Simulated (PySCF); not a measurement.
All values below come from PBE-D3(BJ)/def2-TZVP // B3LYP-D3(BJ)/def2-TZVP (PySCF 2.14.0). Isolated molecules, 0 K electronic values unless said otherwise. One relaxed conformer stands for a flexible species; it need not be the lowest. Excitations are Tamm–Dancoff values on a coarser integration grid. The basis has no diffuse functions, so Rydberg states are missing or too high.

Reference species (SMILES): `O=CC#CC` (neutral, multiplicity 1).

| Quantity | Result |
|---|---|
| HOMO | -6.07 eV |
| S1–T1 gap (TDA) | 0.59 eV |
| HOMO–LUMO gap | 3.31 eV |
| S1 oscillator strength | 0.000 |

After one change: the HOMO decreases by 0.42 eV; the S1–T1 gap (TDA) hardly moves; the HOMO–LUMO gap rises by 1.03 eV; the S1 oscillator strength hardly moves.

Q: Name the change that produced these shifts. The new species is one of these.
A. `O=CC1CC1` (O–C–C–C torsion 147°)
B. `CCC=O` (C–C–C–O torsion 124°)
C. `O=CS` (O–C–S–H torsion 0°)
D. `O=CC=O` (O–C–C–O torsion 180°)

A: C, `O=CS` (O–C–S–H torsion 0°)
